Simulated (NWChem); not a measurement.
System meant: SnNH₃Cl₂; SMILES [NH2][SnH]([Cl])[Cl]

Input file for NWChem:

```
start job
memory heap 200 mb stack 900 mb global 1100 mb
geometry units angstroms noautoz
  Sn     0.330540    -0.381382     0.022716
  N      2.088490     0.617125     0.037150
  Cl    -1.033636     0.734627     1.568204
  Cl    -0.670029    -0.218553    -2.100420
  H      0.422080    -2.027697     0.435237
  H      2.465727     0.748536    -0.901084
  H      1.971396     1.540732     0.453947
end
basis spherical
  Sn library def2-svp
  N library def2-svp
  Cl library def2-svp
  H library def2-svp
end
dft
  xc b3lyp
  iterations 150
  mulliken
end
task dft energy
```

End of the output:

```
             Grid Information
             ----------------
          Grid used for XC integration:  medium
          Radial quadrature: Mura-Knowles
          Angular quadrature: Lebedev.
          Tag              B.-S. Rad. Rad. Pts. Rad. Cut. Ang. Pts.
          ---              ---------- --------- --------- ---------
          Sn                  1.45      123           9.0       590
          N                   0.65       49           9.0       434
          Cl                  1.00       88          11.0       590
          H                   0.35       45          11.0       434
          Grid pruning is: on
          Number of quadrature shells:   483
          Spatial weights used:  Erf1

          Convergence Information
          -----------------------
          Convergence aids based upon iterative change in
          total energy or number of iterations.
          Levelshifting, if invoked, occurs when the
          HOMO/LUMO gap drops below (HL_TOL):  1.00D-02
          DIIS, if invoked, will attempt to extrapolate
          using up to (NFOCK): 10 stored Fock matrices.

                    Damping( 0%)  Levelshifting(0.5)       DIIS
                  --------------- ------------------- ---------------
          dE  on:    start            ASAP                start
          dE off:    2 iters        150 iters           150 iters

      Screening Tolerance Information
      -------------------------------
          Density screening/tol_rho:  1.00D-10
          AO Gaussian exp screening on grid/accAOfunc:  14
          CD Gaussian exp screening on grid/accCDfunc:  20
          XC Gaussian exp screening on grid/accXCfunc:  20
          Schwarz screening/accCoul:  1.00D-08

      Superposition of Atomic Density Guess
      -------------------------------------

      charge =      50.0 Sn (Tin)

      symmetry species            s     p     d     f
      number of basis functions =10     7     6
      number of cont. functions = 4     4     2
      number of closed shells   = 5     3     2
      number of open shells     = 0     1     0
      open shell occupation     = 0     2     0
 ------------------------------------------------------------------------
 atomscf:atomd: error in atom scf                   0
 ------------------------------------------------------------------------
 ------------------------------------------------------------------------
  current input line :
    23: task dft energy
 ------------------------------------------------------------------------
 ------------------------------------------------------------------------
 This error has not yet been assigned to a category
 ------------------------------------------------------------------------
 For more information see the NWChem manual at https://nwchemgit.github.io

0:atomscf:atomd: error in atom scf:Received an Error in Communication
```

Problem. Can this run be used? If not, why, and what is the fix?

Solution. The program stopped with an error. Cause: the def2 basis of a heavy element holds valence functions alone and wants its effective core potential (without it all electrons must fit into that basis). This input runs:
```
start job
memory heap 200 mb stack 900 mb global 1100 mb
geometry units angstroms noautoz
  Sn     0.330540    -0.381382     0.022716
  N      2.088490     0.617125     0.037150
  Cl    -1.033636     0.734627     1.568204
  Cl    -0.670029    -0.218553    -2.100420
  H      0.422080    -2.027697     0.435237
  H      2.465727     0.748536    -0.901084
  H      1.971396     1.540732     0.453947
end
basis spherical
  * library def2-svp
end
ecp
  Sn library def2-ecp
end
dft
  xc b3lyp
  iterations 150
  mulliken
end
task dft energy
```
It converges to -1191.10232 Ha (B3LYP/def2-SVP with def2 effective core potentials on Sn).
